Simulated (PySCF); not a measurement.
Method: PBE0-D3(BJ)/def2-TZVP run with PySCF. Gas-phase values, no solvent. One relaxed conformer stands for a flexible species; it need not be the lowest. Excitations are Tamm–Dancoff values on a coarser integration grid. The basis has no diffuse functions, so Rydberg states are missing or too high.

Reference species (SMILES): `[SiH](=C)S` (C–Si–S–H torsion 1°) (neutral, multiplicity 1).

| Item | Result |
|---|---|
| T1 excitation (TDA) | 2.86 eV |
| LUMO | -0.86 eV |
| HOMO | -6.29 eV |
| HOMO–LUMO gap | 5.43 eV |

Changed species: `OB([SiH]=C)O` (X = borono; the reference has X = mercapto).

Predict the effect on the T1 excitation (TDA), LUMO, HOMO and HOMO–LUMO gap.

the T1 excitation (TDA) falls by 0.65 eV, to 2.21 eV; the LUMO falls by 0.58 eV, to -1.44 eV; the HOMO rises by 0.04 eV, to -6.25 eV; the HOMO–LUMO gap falls by 0.62 eV, to 4.81 eV.
